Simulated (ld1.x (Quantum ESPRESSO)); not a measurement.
## tellurium (Te): variants of one TM potential

Base potential:

ld1.x (Quantum ESPRESSO) 7.5 input, shortened:

```
&input
   title='Te', zed=52., rel=1, dft='PBE', iswitch=3,
   config='[Kr] 4d10 5s2 5p2.5'
 /
 &inputp
   pseudotype=2, tm=.true., lloc=1,
   nlcc=.false.
 /
3
4S  1  0   2.00   0.00  1.15  1.15  0.0
4D  3  2  10.00   0.00  1.45  1.45  0.0
4P  2  1   6.00   0.00  0.75  0.75  0.0
 &test
   configts(1)='4s2 4p6 4d10 5s2 5p2.5'
 /
```

Occupied shells without a wave of their own: 5p, 5s. They enter only through the test configuration that unscreens the potential.

Cutoffs, loose and tight: the cutoffs (Ry, on a coarse ladder) from which the occupation-weighted sum of valence levels, in a spherical-Bessel basis at the reference potential, stays within 10 and 1 mRy of its value at 400 Ry. They do not see the model core or the augmentation charge, which bear on the density cutoff. Test errors are all-electron minus pseudo excitation energies from the reference, over the configurations 4s2 4p6 4d10 5s2 5p4; 4s2 4p6 4d10 5s2 5p3; 4s2 4p6 4d10 5s2 5p2; 4s2 4p6 4d10 5s0 5p6; 4s2 4p6 4d9 5s2 5p5; 4s2 4p6 4d10 5s1 5p4; 4s2 4p6 4d10 5s2 5p1. A dash means not determined; rows that change the core or the reference have their own tests.

On the changes marked as counting shells twice: ld1.x takes every shell without a wave as core, so the model core holds the marked electrons as well and exchange and correlation see them twice. This cancels in the reference configuration, but the file is broken for other ones, and its errors say nothing about a proper core correction.

```tsv
change	outcome	cutoff, loose	cutoff, tight	bound ghosts	largest test error (meV)
base	generated, misses its reference levels by 1.69 eV	230 Ry	over 300 Ry	none	-2877
local potential the s channel	generated, misses its reference levels by 3.76 eV	230 Ry	over 300 Ry	none	-4515
core correction a·sin(br)/r model core inside 0.84 bohr (5p, 5s counted twice)	generated, misses its reference levels by 1.69 eV	230 Ry	over 300 Ry	none	-3290
wave 4s (bound): rc 1.15 bohr becomes 4s (bound): rc 0.86 bohr	generated, misses its reference levels by 0.26 eV	300 Ry	over 300 Ry	none	+346
wave 4d (bound): rc 1.45 bohr becomes 4d (bound): rc 1.34 bohr	generated, misses its reference levels by 1.69 eV	230 Ry	over 300 Ry	none	-2877
reference 4s2 4p6 4d10 5s2 5p2	generated, misses its reference levels by 1.77 eV	230 Ry	over 300 Ry	none	-2812
```

(1) What comes out with this change to the base: wave 4p (bound): rc 0.75 bohr becomes 4p (bound): rc 0.98 bohr?

(2) What comes out with this change to the base: functional PW91?

## Answers

(1) outcome: generated, misses its reference levels by 1.74 eV; cutoff, loose: 200 Ry; cutoff, tight: 260 Ry; bound ghosts: none; largest test error (meV): -2820.

(2) outcome: generated, misses its reference levels by 1.70 eV; cutoff, loose: 230 Ry; cutoff, tight: over 300 Ry; bound ghosts: none; largest test error (meV): -2899.
